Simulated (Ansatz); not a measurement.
A nudged elastic band was laid between two geometries of C2H5BrSi (9 atoms, charge 0, multiplicity 1).

Theory: RKS B3LYP-D4/def2-SVP in Ansatz 0.2.0.

```
movable images  : 5
climbing image  : yes
spring          : 5.0 eV/Å²
optimiser       : quadratic models (default)
start path      : IDPP
force threshold : 0.03 eV/Å
iteration limit : 60
end points      : relaxed
```

Image 0:

```xyz
9
Properties=species:S:1:pos:R:3
Si -0.524 1.271 -0.086
C -0.157 -0.495 0.426
C 0.774 -1.229 -0.190
Br 1.196 -3.024 0.275
H -0.290 2.204 1.056
H 0.370 1.639 -1.221
H -1.948 1.407 -0.509
H -0.718 -0.946 1.254
H 1.386 -0.874 -1.023
```

Image 6:

```xyz
9
Properties=species:S:1:pos:R:3
Si -0.378 1.260 -0.010
C 0.254 -0.399 0.617
C 0.444 -1.500 -0.113
Br 0.098 -1.593 -1.983
H -0.429 2.198 1.149
H 0.535 1.817 -1.048
H -1.745 1.124 -0.587
H 0.498 -0.501 1.683
H 0.812 -2.452 0.277
```

**Question.** Which bonds break or form, and what moves?

**Answer.** No bond is made or broken. The dihedral Si1–C2–C3–Br4 goes from -180 to 0°.

**Question.** What energy profile does the band end with?

**Answer.** The run converged. The highest image is number 3 of 0 to 6, 2.92 eV above the first end and 2.90 eV above the last; the last end lies 0.02 eV above the first. Neighbouring images differ by up to 1.7 eV, so the band resolves the path poorly. A vibrational analysis at the climbing image gives one clearly imaginary mode, 1396i cm⁻¹: a first-order saddle point.

```
image  path coordinate (Å)  energy (eV)  dihedral Si1–C2–C3–Br4 (°)
    0                 0.00         0.00                        -180
    1                 1.04         0.26                        -144
    2                 2.09         1.21                        -103
    3                 3.13         2.92                         -66
    4                 3.84         1.36                         -56
    5                 4.55         0.29                         -31
    6                 5.26         0.02                           0
```

**Question.** What is the geometry of the highest image?

**Answer.** 
```xyz
9
Properties=species:S:1:pos:R:3:forces:R:3
Si -0.536 1.096 -0.083 -0.01 0.00 -0.01
C 0.432 -0.244 0.862 0.00 -0.02 0.01
C 0.891 -1.106 -0.019 0.01 0.02 -0.01
Br -0.268 -2.451 -1.257 -0.01 0.00 0.00
H -0.635 2.239 0.869 0.00 0.00 0.00
H 0.219 1.502 -1.298 0.00 0.00 0.00
H -1.895 0.632 -0.482 0.00 0.00 0.00
H 0.012 -0.410 1.859 0.00 0.01 0.00
H 1.869 -1.305 -0.469 0.00 0.00 0.01
```

The band took 31 iterations and of the order of 9 core-minutes.

The run took 4.7 min on 2 threads of Intel(R) Xeon(R) Platinum 8488C (Sapphire Rapids), with other jobs on the host, peak memory 0.26 GiB.
